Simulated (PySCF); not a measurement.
H4Ge.

```xyz
5

Ge     0.0000     0.0000     0.0000
H      0.8867    -0.8867    -0.8867
H     -0.8867    -0.8867     0.8867
H     -0.8867     0.8867    -0.8867
H      0.8867     0.8867     0.8867
```

Geometry optimised at B3LYP-D3(BJ)/def2-TZVP.

Computed with PBE/pcSseg-1 in PySCF. Non-relativistic, no solvent.

Computed absolute GIAO shielding of each atom: isotropic value and principal components (ppm):
```csv
atom,σ(iso),σ11,σ22,σ33,span
Ge1,1614.4,1614.4,1614.4,1614.4,0.0
H2,27.6,22.2,22.2,38.4,16.2
H3,27.6,22.2,22.2,38.4,16.2
H4,27.6,22.2,22.2,38.4,16.2
H5,27.6,22.2,22.2,38.4,16.2
```
